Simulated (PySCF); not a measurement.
## Which is lower?

The two ends of one reaction step of BH₃ClO₂F, singlet (PBE0-D4/def2-TZVP).

A:

B1  (-0.257, -0.171, -0.817)
F2  (0.491, 0.787, -0.213)
O3  (-0.287, -0.233, -2.166)
O4  (-0.959, -1.053, -0.083)
H5  (0.529, 0.816, 1.925)
Cl6  (0.026, 0.176, 2.920)
H7  (0.246, 0.444, -2.587)
H8  (-0.868, -0.930, 0.868)
(Å)

B:

```
8
angstrom
B -0.7938 -0.1675 -0.1717
F 2.7450 0.2872 0.2171
O -1.0618 0.3797 -1.3679
O -0.9863 -1.4815 0.0249
H 1.9593 0.5526 0.6333
Cl -0.1946 0.8706 1.1838
H -0.8872 1.3210 -1.4233
H -0.7627 -1.7894 0.9050
```

PySCF 2.14 with density fitting (its default auxiliary sets; JK sets also for MP2 and CCSD(T)); basis: def2-TZVPP; cores frozen in the correlated methods. B3LYP uses VWN-RPA correlation.

(1) Which structure is lower at CCSD(T), and by how much? (An estimate is asked for; the value comes from the calculation.)

No T1 diagnostic of these runs exceeds 0.011.

Answers

(1) Computed: A, by 59.8 kJ/mol (electronic energy, against the other). By their contacts, A is a complex of BH₂O₂F ([OH][B]([OH])[F]) + HCl and B is a complex of BH₂ClO₂ ([OH][B]([OH])[Cl]) + HF.

All methods give the same order:

```json
{"method": "SPW92", "E(B) − E(A) (kJ/mol)": "56.5"}
{"method": "PBE-D4", "E(B) − E(A) (kJ/mol)": "49.0"}
{"method": "r2SCAN-D4", "E(B) − E(A) (kJ/mol)": "57.5"}
{"method": "PBE0-D4", "E(B) − E(A) (kJ/mol)": "52.3"}
{"method": "B3LYP-D4", "E(B) − E(A) (kJ/mol)": "60.0"}
{"method": "BHLYP-D4", "E(B) − E(A) (kJ/mol)": "66.0"}
{"method": "wB97M-V", "E(B) − E(A) (kJ/mol)": "58.4"}
{"method": "HF", "E(B) − E(A) (kJ/mol)": "73.9"}
{"method": "MP2", "E(B) − E(A) (kJ/mol)": "52.9"}
{"method": "CCSD", "E(B) − E(A) (kJ/mol)": "62.9"}
{"method": "CCSD(T)", "E(B) − E(A) (kJ/mol)": "59.8"}
```

Labels in which every atom is bracketed show which atoms are joined, not bond orders.

For scale, one of the runs: CCSD(T)/def2-TZVPP, 208 basis functions, launched by `OMP_NUM_THREADS=4 python run.py`. Hardware: 4 CPU threads of an Intel Xeon, shared host. Wall time 17 min; peak host memory 3.6 GiB.
